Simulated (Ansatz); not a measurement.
Al₁₁. Total charge 0; doublet. Geometry PBE-D4/def2-SVP; atoms count from 1.

```xyz
11

Al    2.561   -0.518    1.473
Al   -2.151    0.747    0.065
Al    0.715    0.068   -0.628
Al   -0.092    0.137    1.878
Al    0.234   -2.473   -1.617
Al   -0.460    2.561    0.784
Al    2.034    1.947    1.009
Al    0.796   -2.321    0.992
Al   -1.317   -0.493   -2.416
Al   -1.604   -1.702    0.300
Al   -0.716    2.048   -1.839
```

The structure comes from a short search, and lower isomers may exist.

Problem. Estimate the Mulliken populations from the PBE0/def2-TZVP orbitals of Ansatz.

Solution. 
```tsv
atom	charge (e)	spin (α − β)
Al1	0.05	0.12
Al2	-0.01	0.22
Al3	-0.16	0.15
Al4	-0.02	0.24
Al5	0.05	-0.03
Al6	-0.02	-0.02
Al7	0.07	-0.02
Al8	-0.01	0.03
Al9	0.02	0.07
Al10	0.00	0.11
Al11	0.04	0.13
```
Mulliken values depend strongly on the basis.

Problem. Where does the spin sit?

Solution. Summed by element: Al 1.00, of 1 unpaired in all. Largest on single atoms: Al4 0.24, Al2 0.22, Al3 0.15.

Problem. And the Mayer bond orders between heavy atoms (over 0.3)?

Solution. Al1–Al3 0.36 (2.86 Å); Al1–Al4 0.45 (2.76 Å); Al1–Al7 0.71 (2.56 Å); Al1–Al8 0.66 (2.57 Å); Al2–Al4 0.38 (2.81 Å); Al2–Al6 0.57 (2.58 Å); Al2–Al9 0.34 (2.90 Å); Al2–Al10 0.71 (2.52 Å); Al2–Al11 0.44 (2.72 Å); Al3–Al4 0.38 (2.63 Å); Al3–Al5 0.39 (2.77 Å); Al3–Al7 0.36 (2.82 Å); Al3–Al8 0.33 (2.89 Å); Al3–Al9 0.39 (2.76 Å); Al3–Al11 0.45 (2.73 Å); Al4–Al6 0.49 (2.68 Å); Al4–Al7 0.35 (2.92 Å); Al4–Al8 0.41 (2.76 Å); Al4–Al10 0.37 (2.86 Å); Al5–Al8 0.55 (2.67 Å); Al5–Al9 0.62 (2.64 Å); Al5–Al10 0.41 (2.77 Å); Al6–Al7 0.65 (2.58 Å); Al6–Al11 0.53 (2.69 Å); Al8–Al10 0.59 (2.57 Å); Al9–Al11 0.57 (2.67 Å).
